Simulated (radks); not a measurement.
Values are calculated unless marked as measured or tabulated.
Ionisation of the neodymium ion Nd24+, [Kr], to Nd25+, [Ar] 3d10 4s2 4p5, under several functionals. Dirac Kohn-Sham, spin-unpolarised, spherical densities, finite nucleus; open shells fill j = l - 1/2 first; a radial shooting solver on a logarithmic mesh with Libxc functionals.

functional                                        E(Nd24+) (hartree)  Exc (hartree)  IE (eV)  -e(HOMO) (eV)  <r> HOMO (bohr)  IE error (eV)
exchange-only LDA                                         -9359.9328      -184.6974   858.34         838.70           0.5805           -0.7
LDA (Slater exchange, Perdew-Zunger correlation)          -9364.0636      -188.8495   860.79         841.16           0.5802           +1.8
AM05                                                      -9364.5700      -189.3641   860.72         841.12           0.5801           +1.7
Wu-Cohen GGA                                              -9370.2617      -195.1144   860.89         841.29           0.5802           +1.9

NIST Atomic Spectra Database: 859 eV (theoretical). Closest: exchange-only LDA. The Delta-SCF values span 2.55 eV, the total energies 10.33 hartree. The highest occupied level is 4p3/2. Spin polarisation and multiplet splitting are left out, so open shells lie too high by an amount that depends on their filling.

Beside tabulated values, note that spin-unpolarised runs miss the spin-polarisation part of the exchange energy of open shells.
